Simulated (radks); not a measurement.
The numbers below are computed, except where a source is named.
Neutral holmium inside a hard spherical wall (all orbitals vanish at R), configuration held at [Xe] 4f11 6s2 and not refilled when levels cross. Code: a radial shooting solver on a logarithmic mesh with Libxc functionals. Model: scalar-relativistic Kohn-Sham, PBE, spin-unpolarised, spherical densities, point nucleus. Eigenvalues in eV, with the zero of energy where the potential of the charges vanishes at infinity; a dash marks a level that is unbound or too diffuse for the functional's potential to be trusted. A positive occupied level is held by the wall or, in an anion where self-interaction has pushed it up, behind a barrier. The pressure on the wall is -dE/dV.

[
 {"R (bohr)": "free", "E (hartree)": "-12616.3479", "kinetic (hartree)": "13646.047", "e(5s)": "-50.379", "e(5p)": "-25.868", "e(6s)": "-3.789", "e(4f)": "-3.145", "e(6p, empty)": "-1.147", "e(5d, empty)": "-1.043", "pressure (GPa)": "0"},
 {"R (bohr)": "20", "E (hartree)": "-12616.3479", "kinetic (hartree)": "13646.047", "e(5s)": "-50.378", "e(5p)": "-25.868", "e(6s)": "-3.789", "e(4f)": "-3.145", "e(6p, empty)": "-1.146", "e(5d, empty)": "-1.043", "pressure (GPa)": "< 0.0001"},
 {"R (bohr)": "12", "E (hartree)": "-12616.3475", "kinetic (hartree)": "13646.051", "e(5s)": "-50.346", "e(5p)": "-25.837", "e(6s)": "-3.765", "e(4f)": "-3.114", "e(6p, empty)": "-1.040", "e(5d, empty)": "-1.002", "pressure (GPa)": "0.00547"},
 {"R (bohr)": "8", "E (hartree)": "-12616.3318", "kinetic (hartree)": "13646.155", "e(5s)": "-49.729", "e(5p)": "-25.228", "e(6s)": "-3.215", "e(4f)": "-2.509", "e(6p, empty)": "0.105", "e(5d, empty)": "-0.379", "pressure (GPa)": "0.551"},
 {"R (bohr)": "7", "E (hartree)": "-12616.3069", "kinetic (hartree)": "13646.282", "e(5s)": "-49.150", "e(5p)": "-24.662", "e(6s)": "-2.582", "e(4f)": "-1.939", "e(6p, empty)": "1.220", "e(5d, empty)": "0.217", "pressure (GPa)": "1.82"},
 {"R (bohr)": "4", "E (hartree)": "-12615.5185", "kinetic (hartree)": "13649.292", "e(5s)": "-42.860", "e(5p)": "-18.696", "e(6s)": "10.281", "e(4f)": "4.732", "e(6p, empty)": "20.251", "e(5d, empty)": "8.136", "pressure (GPa)": "144"},
 {"R (bohr)": "3.5", "E (hartree)": "-12614.7874", "kinetic (hartree)": "13652.050", "e(5s)": "-39.446", "e(5p)": "-15.358", "e(6s)": "20.014", "e(4f)": "8.703", "e(6p, empty)": "33.161", "e(5d, empty)": "13.029", "pressure (GPa)": "401"},
 {"R (bohr)": "3", "E (hartree)": "-12613.1325", "kinetic (hartree)": "13658.228", "e(5s)": "-33.395", "e(5p)": "-9.055", "e(6s)": "39.352", "e(4f)": "16.005", "e(6p, empty)": "57.250", "e(5d, empty)": "22.163", "pressure (GPa)": "1300"},
 {"R (bohr)": "2.5", "E (hartree)": "-12608.8920", "kinetic (hartree)": "13673.321", "e(5s)": "-21.335", "e(5p)": "4.488", "e(6s)": "81.283", "e(4f)": "30.395", "e(6p, empty)": "106.35", "e(5d, empty)": "41.163", "pressure (GPa)": "5080"}
]
